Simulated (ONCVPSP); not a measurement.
## Sn, ONCV: configuration errors across variants

- Element: Sn
- Generator: ONCVPSP 4.0.1
- Type: optimised norm-conserving Vanderbilt (ONCV)
- Functional: PBEsol
- Relativity: scalar-relativistic
- Frozen core: [Ar] 3d10
- Valence charge: 22
- Reference configuration: 4s2 4p6 4d10 5s2 5p1 (charge +1)
- Partial waves: 4s+5s: rc 1.45 bohr, ncon 5, nbas 9, qcut 9.4 1/bohr, 2 projectors; 4p+5p: rc 1.75 bohr, ncon 5, nbas 9, qcut 9.3 1/bohr, 2 projectors; 4d: rc 1.00 bohr, ncon 3, nbas 6, qcut 9.9 1/bohr, local
- Local potential: the d channel
- Core correction: none

All-electron excitation energies from the reference (eV): (1) 4s2 4p6 4d10 5s2 5p2 -6.898; (2) 4s2 4p6 4d10 5s2 5p0 13.972; (3) 4s2 4p6 4d10 5s1 5p0 44.988; (4) 4s2 4p6 4d10 5s1 5p2 7.687.

1 further variants failed, have other tests or too few solved ones, and are left out.

A true bound ghost makes a file unfit for plane-wave use even where its test errors are small: the radial tests pick states by their node count and pass the ghost by.

Errors AE − PS in meV (a dash: test not solved or not reliable):

| change | (1) | (2) | (3) | (4) | bound ghosts | GHOST(+) flags above zero |
| --- | --- | --- | --- | --- | --- | --- |
| base | +1.5 | -3.4 | -10 | -0.6 | none | s |
| d: rc 0.74 | +1.5 | -3.3 | -10 | -0.6 | none | s |
| d: nproj 1; local potential polynomial inside 0.65 bohr (lpopt 5, dvloc0 3 Ha) | +1.5 | -3.4 | -10 | -0.4 | s | none |
| s: qcut 5.9; p: qcut 5.8; d: qcut 6.2 | +1.6 | -3.3 | -12 | -1.5 | none | s |
| p: rc 1.28 | +1.3 | -3.0 | -9.7 | -0.9 | none | s |
| core correction Teter function, fcfact 4, rcfact 1.2 | +1.5 | -3.4 | -11 | -0.8 | none | s |

Give the same row for: all radii scaled by about 0.88 (s 1.28, p 1.54, d 0.88 bohr).

+1.4, -3.3, -9.4, -0.4; bound ghosts: none; GHOST(+) flags above zero: s.
